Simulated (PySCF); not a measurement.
Ga(Me)(Cl) (CH3ClGa), SMILES [CH3][Ga+][Cl], charge +1. Atoms are numbered in the order given.

```xyz
6

Ga     0.0000     0.0000    -0.2886
C      0.0000     0.0000    -2.1941
H      0.8993    -0.5192    -2.5301
H      0.0000     1.0384    -2.5301
H     -0.8993    -0.5192    -2.5301
Cl     0.0000     0.0000     1.7471
```
Charge +1, spin multiplicity 1.

Geometry: r2SCAN-D4/def2-TZVP. The multiplicity is an assumed one; other spin states were not compared. The isomer is the one that the SMILES or the coordinates give; other isomers of the formula were not compared.

The numbers are results of B3LYP/pcSseg-2 in PySCF, not measurements.

GIAO shieldings, no solvent; atoms alike by connectivity are averaged. δ = σ(ref) − σ: ¹³C against TMS (σ = 181.3 ppm); ¹H against TMS (σ = 31.68 ppm); ³⁵Cl against HCl (σ = 930.0 ppm), references at their B3LYP-D3(BJ)/def2-TZVP geometries, non-relativistic (without spin–orbit terms, shifts of atoms bonded to Cl or Br come out too high).

Question: Estimate the chemical shifts. (Estimate from the structure and the level; the computed values follow.)

Answer: 
| nucleus | atoms | count | δ (ppm) |
|---|---|---|---|
| ¹³C | C2 | 1 | 13.4 |
| ¹H | H3, H4, H5 | 3 | 2.53 |
| ³⁵Cl | Cl6 | 1 | 229.5 |
